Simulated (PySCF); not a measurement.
Chromium: a sound run and one with changed settings

Sound run: Cr⁺ [Ar] 3d5, Cr²⁺ [Ar] 3d4. Calculation: PySCF 2.14, in x2c-SVPall; scalar relativity by spin-free X2C-1e. In the sound run the correlated levels freeze [Ar]. The sound run starts from symmetry-adapted Hartree-Fock orbitals and uses a fine grid where one is needed.

Changed run: no relativity, point nucleus. This setting is unsound on purpose.

| species | method | sound run (hartree) | changed run (hartree) | converged |
| --- | --- | --- | --- | --- |
| Cr⁺ | UHF | -1049.25551 | -1041.34968 | yes |
| Cr⁺ | LDA | -1048.01516 | -1040.11115 | yes |
| Cr⁺ | BP86 | -1050.48617 | -1042.58134 | yes |
| Cr⁺ | MP2 | -1049.30515 | -1041.39913 | yes |
| Cr²⁺ | UHF | -1048.70654 | -1040.79862 | yes |
| Cr²⁺ | LDA | -1047.36968 | -1039.46361 | yes |
| Cr²⁺ | BP86 | -1049.85274 | -1041.94592 | yes |
| Cr²⁺ | MP2 | -1048.72788 | -1040.81993 | yes |

Ionisation energy of Cr⁺:

```csv
method,sound run (eV),changed run (eV)
UHF,14.938,14.995
LDA,17.564,17.620
BP86,17.237,17.291
MP2,15.708,15.761
SCS-MP2,15.195,15.250
```

Most of the change in total energy is the relativistic energy itself. On top of that the contraction fixes the core shape for the Hamiltonian it was made with, so the changed run is not a good calculation with the other Hamiltonian either.

For comparison, NIST gives 16.486 eV between the lowest levels.
